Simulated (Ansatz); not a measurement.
`C=C(F)BCl` and `C=C(F)Br` differ in one atom or group.

Ansatz, PBE0-D4/def2-TZVP geometries, multiplicity 1. Each molecule was computed in one conformer, which needn't be the lowest.

Scalar relativity is left out up to krypton. Spin–orbit coupling is left out; it splits and shifts lone-pair levels of the heavy atoms by tenths of an eV.

```tsv
property	`C=C(F)BCl`
HOMO–LUMO gap (PBE0/def2-TZVPP) / eV	5.93
HOMO energy (B3LYP/def2-TZVPP) / eV	-8.01
LUMO energy (PBE0/def2-TZVPP) / eV	-2.32
LUMO energy (PBE/def2-TZVPP) / eV	-3.21
size of the dipole moment (ωB97M-V/def2-TZVPP) / D	2.03
LUMO energy (ωB97M-V/def2-TZVPP) / eV	-0.25
```

(1) What does the change do to each property? (Estimate.)

Answers

(1) Computed: 
```
                                          property  `C=C(F)Br`  shift
              HOMO–LUMO gap (PBE0/def2-TZVPP) / eV        7.42   1.49
               HOMO energy (B3LYP/def2-TZVPP) / eV       -7.36   0.65
                LUMO energy (PBE0/def2-TZVPP) / eV       -0.17   2.15
                 LUMO energy (PBE/def2-TZVPP) / eV       -1.16   2.05
size of the dipole moment (ωB97M-V/def2-TZVPP) / D        1.25  -0.78
             LUMO energy (ωB97M-V/def2-TZVPP) / eV        2.00   2.25
```

With PBE0 the HOMO rises by 0.65 eV and the LUMO rises by 2.15 eV, so the gap widens by about 1.50 eV. PBE moves the HOMO by 0.66 eV and ωB97M-V by 0.66 eV. Dipoles are sizes alone; their direction can turn.

B3LYP here is the variant with VWN-RPA as its local correlation; programs differ in this.
